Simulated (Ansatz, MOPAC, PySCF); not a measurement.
Ge10H16 nanodot `[GeH2]1[GeH]2[GeH2][GeH]3[GeH2][GeH]1[GeH2][GeH]([GeH2]2)[GeH2]3`, neutral singlet in the gas phase. 

Z-matrix (Å, degrees):
```
Ge
H 1 1.5305
Ge 1 2.4263 2 110.06
H 3 1.5188 1 110.91 2 -56.43
H 3 1.5189 4 102.26 1 -118.28
Ge 1 2.4264 2 110.07 3 -120.15
H 6 1.5186 1 110.94 2 56.52
H 6 1.5187 7 102.37 1 118.40
Ge 6 2.4265 7 110.87 8 118.31
H 9 1.5306 6 110.13 7 -56.46
Ge 9 2.4265 10 110.01 6 120.11
H 11 1.5187 9 110.98 10 -56.44
H 11 1.5189 12 102.27 9 -118.37
Ge 1 2.4268 2 109.99 3 120.01
H 14 1.5187 1 111.02 2 -56.27
H 14 1.5189 15 102.30 1 -118.38
Ge 3 2.4269 4 110.95 5 -118.31
H 17 1.5306 3 110.03 4 56.40
Ge 17 2.4270 18 110.07 3 120.02
H 19 1.5186 17 110.92 18 56.47
H 19 1.5187 20 102.42 17 118.26
Ge 17 2.4271 18 110.02 3 -119.78
H 22 1.5187 17 111.03 18 -56.28
H 22 1.5188 23 102.32 17 -118.31
Ge 22 2.4271 23 110.97 24 -118.26
H 25 1.5304 22 110.06 23 56.15
```
Charge 0, multiplicity 1.

All levels are single points at this geometry (GFN2-xTB); Pople sets use spherical d functions. Orbital energies aren't observables, and empty levels follow the basis.

| level | HOMO (eV) | LUMO (eV) | gap (eV) | dipole (D) | vertical IE, Delta-SCF (eV) |
|---|---|---|---|---|---|
| CAM-B3LYP-D3(BJ)/def2-SVP in Ansatz | -8.72 | 0.48 | 9.20 | 0.02 | 9.10 |
| PBE-D3(BJ)/def2-SVP in Ansatz | -6.59 | -1.33 | 5.26 | 0.02 | 8.36 |
| HF/STO-3G in PySCF | -7.68 | 9.17 | 16.85 | 0.02 | – |
| AM1 in MOPAC | -9.76 | -0.85 | 8.91 | 0.01 | – |
| PM3 in MOPAC | -10.69 | -3.77 | 6.92 | 0.01 | – |
| PM6 in MOPAC | -9.36 | -0.74 | 8.62 | 0.01 | – |
| PM7 in MOPAC | -10.12 | -4.02 | 6.10 | 0.01 | – |

Ansatz is a first-principles code.
